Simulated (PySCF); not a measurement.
**V (vanadium, neutral) across methods**

[Ar] 3d2 4s2 5s1, high-spin 4F determinant (an excited configuration). Computed with PySCF 2.14 in x2c-QZVPPall with one added diffuse shell each of s, p, d, f, g type (12s8p6d4f3g, 121 functions), with the spin-free X2C one-electron Hamiltonian (Gaussian nucleus). The B2PLYP total includes its PT2 part (frozen core); its orbital energies are those of the SCF part.

```json
{"method": "PBE0", "E (hartree)": "-948.662", "mean ε 4s α (eV)": "-9.904", "mean ε 4s β (eV)": "-9.356", "mean ε 5s α (eV)": "-1.909", "Σ⟨r²⟩ (bohr²)": "109.4", "⟨S²⟩": "3.752"}
{"method": "BLYP", "E (hartree)": "-948.914", "mean ε 4s α (eV)": "-8.983", "mean ε 4s β (eV)": "-8.560", "mean ε 5s α (eV)": "-1.444", "Σ⟨r²⟩ (bohr²)": "108.4", "⟨S²⟩": "3.751"}
{"method": "UHF", "E (hartree)": "-947.86888", "mean ε 4s α (eV)": "-11.567", "mean ε 4s β (eV)": "-10.851", "mean ε 5s α (eV)": "-2.358", "Σ⟨r²⟩ (bohr²)": "119.2", "⟨S²⟩": "3.755"}
{"method": "PBE", "E (hartree)": "-948.630", "mean ε 4s α (eV)": "-9.116", "mean ε 4s β (eV)": "-8.578", "mean ε 5s α (eV)": "-1.656", "Σ⟨r²⟩ (bohr²)": "107.4", "⟨S²⟩": "3.751"}
{"method": "LC-wPBE", "E (hartree)": "-948.678", "mean ε 4s α (eV)": "-12.218", "mean ε 4s β (eV)": "-11.590", "mean ε 5s α (eV)": "-2.660", "Σ⟨r²⟩ (bohr²)": "113.1", "⟨S²⟩": "3.752"}
{"method": "B2PLYP", "E (hartree)": "-948.624", "mean ε 4s α (eV)": "-10.505", "mean ε 4s β (eV)": "-9.989", "mean ε 5s α (eV)": "-1.959", "Σ⟨r²⟩ (bohr²)": "113.3", "⟨S²⟩": "3.753"}
{"method": "r2SCAN", "E (hartree)": "-948.813", "mean ε 4s α (eV)": "-9.183", "mean ε 4s β (eV)": "-8.688", "mean ε 5s α (eV)": "-1.643", "Σ⟨r²⟩ (bohr²)": "107.1", "⟨S²⟩": "3.757"}
```

Q: Estimate the same row for LDA.

A: E (hartree) = -946.645; mean ε 4s α (eV) = -9.329; mean ε 4s β (eV) = -8.775; mean ε 5s α (eV) = -1.625; Σ⟨r²⟩ (bohr²) = 107.1; ⟨S²⟩ = 3.751.

The outer electron is Rydberg-like, and this basis confines it to a smaller radius and binds it less than a complete one would.
